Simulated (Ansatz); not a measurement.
Mulliken charges of `O[SiH][SiH](O)O` radical from ωB97M-V/def2-TZVPP in Ansatz (PBE0-D4/def2-TZVP geometry).

```json
{"atom": "O1", "x (Å)": "-1.008", "y (Å)": "-2.089", "z (Å)": "0.577", "charge (e)": "-0.366"}
{"atom": "Si2", "x (Å)": "-1.077", "y (Å)": "-0.922", "z (Å)": "-0.608", "charge (e)": "0.175"}
{"atom": "Si3", "x (Å)": "0.471", "y (Å)": "0.719", "z (Å)": "0.016", "charge (e)": "0.527"}
{"atom": "O4", "x (Å)": "1.967", "y (Å)": "0.064", "z (Å)": "0.232", "charge (e)": "-0.363"}
{"atom": "O5", "x (Å)": "0.527", "y (Å)": "1.742", "z (Å)": "-1.262", "charge (e)": "-0.377"}
{"atom": "H6", "x (Å)": "-1.746", "y (Å)": "-2.697", "z (Å)": "0.637", "charge (e)": "0.177"}
{"atom": "H7", "x (Å)": "-2.489", "y (Å)": "-0.432", "z (Å)": "-0.744", "charge (e)": "-0.046"}
{"atom": "H8", "x (Å)": "0.110", "y (Å)": "1.450", "z (Å)": "1.271", "charge (e)": "-0.082"}
{"atom": "H9", "x (Å)": "2.150", "y (Å)": "-0.347", "z (Å)": "1.078", "charge (e)": "0.178"}
{"atom": "H10", "x (Å)": "1.096", "y (Å)": "2.511", "z (Å)": "-1.197", "charge (e)": "0.175"}
```

Q: By hand: the dipole of these point charges (1 e Å = 4.8032 D).

A: Σ q r = (-0.113, 0.103, 0.108) e Å, of length 0.187 e Å = 0.90 D.

Q: How does the dipole of the full density compare? (Best estimate.)

A: The calculation gave: (-0.073, -0.027, 0.296) e Å, 1.47 D; the point charges give 0.61 times that, at 49° from its direction.

Point charges leave out the atoms' own dipoles, such as those of lone pairs, and Mulliken's split depends on the basis, so the two needn't agree.
